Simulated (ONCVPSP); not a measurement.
## Pseudopotential generation for platinum (Pt): ONCV, PBEsol, scalar-relativistic.

ONCVPSP 4.0.1 was run on this input:

```
# ATOM AND REFERENCE CONFIGURATION
# atsym  z   nc   nv     iexc    psfile
  Pt 78.00   10    4  -116133      upf
#
#   n    l    f
    1    0    2.00
    2    0    2.00
    2    1    6.00
    3    0    2.00
    3    1    6.00
    3    2   10.00
    4    0    2.00
    4    1    6.00
    4    2   10.00
    4    3   14.00
    5    0    2.00
    5    1    6.00
    5    2    9.00
    6    0    1.00
#
# PSEUDOPOTENTIAL AND OPTIMIZATION
# lmax
    2
#
#   l,   rc,      ep,       ncon, nbas, qcut
    0    1.30    0.00    4    7   10.90
    1    1.20    0.00    4    8    7.00
    2    2.20    0.00    4    8    6.60
#
# LOCAL POTENTIAL
# lloc, lpopt,  rc(5),   dvloc0
    4    5    0.85    3.00
#
# VANDERBILT-KLEINMAN-BYLANDER PROJECTORs
# l, nproj, debl
    0    2    1.00
    1    2    3.40
    2    2    3.70
#
# MODEL CORE CHARGE
# icmod, fcfact, rcfact
    1    0.70    0.00
#
# LOG DERIVATIVE ANALYSIS
# epsh1, epsh2, depsh
   -5.00    5.00    0.04
#
# OUTPUT GRID
# rlmax, drl
    6.00    0.01
#
# TEST CONFIGURATIONS
# ncnf
    4
# nvcnf
#   n    l    f
    4
    5    0    2.00
    5    1    6.00
    5    2    9.00
    6    0    0.00
#
    4
    5    0    2.00
    5    1    6.00
    5    2    8.00
    6    0    0.00
#
    4
    5    0    2.00
    5    1    6.00
    5    2    7.00
    6    0    0.00
#
    5
    5    0    2.00
    5    1    6.00
    5    2    8.00
    6    0    1.00
    6    1    1.00
#
```

Command:

```bash
oncvpsp.x < Pt.dat > Pt.out
```

The program printed (shortened: citation, most of the input echo, consistency checks and plot data are left out):

```
ONCVPSP  (Optimized Norm-Conservinng Vanderbilt PSeudopotential)
scalar-relativistic version 4.0.1

#   n    l    f        energy (Ha)
    1    0    2.00    -2.8815641E+03
    2    0    2.00    -5.0622111E+02
    2    1    6.00    -4.3871173E+02
    3    0    2.00    -1.1890041E+02
    3    1    6.00    -9.9245557E+01
    3    2   10.00    -7.7938611E+01
    4    0    2.00    -2.5537281E+01
    4    1    6.00    -1.9092200E+01
    4    2   10.00    -1.1270292E+01
    4    3   14.00    -2.5775621E+00
    5    0    2.00    -3.7440827E+00
    5    1    6.00    -2.0594731E+00
    5    2    9.00    -2.2664960E-01
    6    0    1.00    -2.0938898E-01

Reference configufation results
  iterations    29
  all-electron total energy (Ha)   -1.84083646D+04

Begin loop to  construct optimized pseudo wave functions
and semi-local pseudopoentials for all angular momenta

Calculating optimized projector #   1

 for l=   0

    Fraction of norm inside rc  0.870144
    Optimizing pswf for qcut=  10.91 a_B^-1,  ecut=  59.49 Ha
    Residual kinetic energy error=  4.33D-07 Ha
 ERROR pspot:  first pseudo wave function has node,          program will stop
 ERROR pspot: try changing psp parameters for this l
```

The run stopped because the optimised pseudo-wave of the first projector has a node, so the radial equation cannot be inverted for a potential.

The run took about 0.18 s on one core of a shared server CPU.
